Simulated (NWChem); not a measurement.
Molecule: SnH₃O₃I; SMILES [OH][Sn]([OH])([OH])[I]

```xyz
8

O      0.0000     1.8346    -1.6444
Sn     0.0000     0.0000    -0.9285
O      1.5888    -0.9173    -1.6444
O     -1.5888    -0.9173    -1.6444
I      0.0000     0.0000     1.7349
H     -0.8624     2.0568    -2.0193
H      2.2124    -0.2815    -2.0193
H     -1.3500    -1.7752    -2.0193
```
Atoms are numbered in this order, from 1.

Computed with NWChem. The geometry was optimised at PBE0/def2-SVP. No frequency run checked for a minimum. def2 effective core potentials on Sn, I; no spin-orbit coupling. Level M06-2X/def2-SVP: energy and gradient on several grids; changes count from the extra-fine grid, which is no exact limit either.

Q: Which is the coarsest grid (xcoarse; fine; coarse; xfine; medium) from which on the energy stays within 500 μHa and each gradient component within 500 μHa/bohr of xfine?

A: medium.
| grid | size of the energy change (μHa) | largest change of a gradient component (μHa/bohr) |
|---|---|---|
| xcoarse | 6000 | 7000 |
| coarse | 1000 | 500 |
| medium | 100 | 100 |
| fine | < 10 | < 30 |
| xfine | < 10 | < 30 |
